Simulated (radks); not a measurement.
Task: Charge is removed step by step from the 1s1/2 level of C, starting from [He] 2s2 2p2. Level of theory: Dirac Kohn-Sham, PBE, spin-unpolarised, spherical densities, finite nucleus; open shells are shared between the two j in proportion to 2j + 1; Fermi nuclear charge, rms radius 2.4702 fm (a radial shooting solver on a logarithmic mesh with Libxc functionals). At the starting occupation the eigenvalue is -273.38 eV. Estimate the energy to remove one whole electron from this level, the eigenvalue at the end, and how far E(n) bends from a straight line.

Result: Delta-SCF 304.38 eV; final eigenvalue -336.34 eV; the deviation from the straight line is -7.886 eV at 0.5 electron removed, the largest on the grid computed. Slater's transition state (half an electron removed) gives 304.14 eV. Integrating minus the eigenvalue over the occupation (Janak's theorem) gives 304.38 eV. The mean slope of the eigenvalue, de/dn, is 63.0 eV per electron.
